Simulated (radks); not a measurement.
Problem. Coherent X-ray form factor from a spherical all-electron density. Calculated with a radial shooting solver on a logarithmic mesh with Libxc functionals: scalar-relativistic Kohn-Sham, r2SCAN, spin-polarised, spherical densities, finite nucleus; meta-GGA in the generalised Kohn-Sham scheme; Fermi nuclear charge, rms radius of each element as measured or else 0.836 A^(1/3) + 0.57 fm.

sin(theta)/lambda (1/angstrom),f0 (electrons)
0.05,42.798
0.1,42.203
0.15,41.246
0.2,39.975
0.25,38.450
0.3,36.739
0.4,33.036
0.5,29.363
0.6,26.065
0.8,21.084
1,17.908
1.25,15.139
1.5,12.766
2,8.817

The species is in the configuration that NIST lists as its ground one. Which atom or ion scatters so?

Solution. The caesium ion Cs12+, [Kr] 4d7. Extrapolating in s^2 from the first two rows gives f0(0) = 43.0, near the electron count 43; among species with that count, the fall with angle is slower the higher Z, and the table is that of Z = 55; from so few rows the species is fixed only to a neighbour or two.
